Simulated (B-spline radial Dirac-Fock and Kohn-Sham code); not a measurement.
# Satellites and hypersatellites of the K lines of Sm²⁵⁺

System: samarium as Sm²⁵⁺ in the configuration [Kr] 4d1.

These are calculated numbers from a radial atomic solver; the model is Dirac-Fock (average of configuration) total-energy differences with a finite nucleus, the Breit interaction including its frequency dependence, and self-energy and vacuum-polarisation corrections. Each two-hole energy is an average over J within one jj subconfiguration, not an observable level; in light atoms, where LS coupling holds, the j-resolved values are not observed lines, and for a K spectator the Kα1 hypersatellite is nearly forbidden. The model has no electron correlation.

Lines without a spectator: Kα2 (K-L2) 39520.8 eV, Kα1 (K-L3) 40117.1 eV, Kβ3 (K-M2) 45318.9 eV, Kβ1 (K-M3) 45444.4 eV. Shifts in eV with one spectator hole (a dash: not computed, or left out as unreliable):

| spectator hole | Kα2 | Kα1 | Kβ3 | Kβ1 |
| --- | --- | --- | --- | --- |
| K (1s) | +762.5 | +801.5 | +983.0 | +992.1 |
| L2 (2p1/2) | +91.1 | +118.3 | – | +240.8 |
| L3 (2p3/2) | +79.3 | +82.8 | +198.7 | – |
| M2 (3p1/2) | – | +17.17 | +38.2 | +45.2 |
| M3 (3p3/2) | +11.13 | – | +36.1 | +36.1 |
| M4 (3d3/2) | +3.52 | +0.21 | – | – |
| M5 (3d5/2) | -0.95 | +2.12 | – | – |
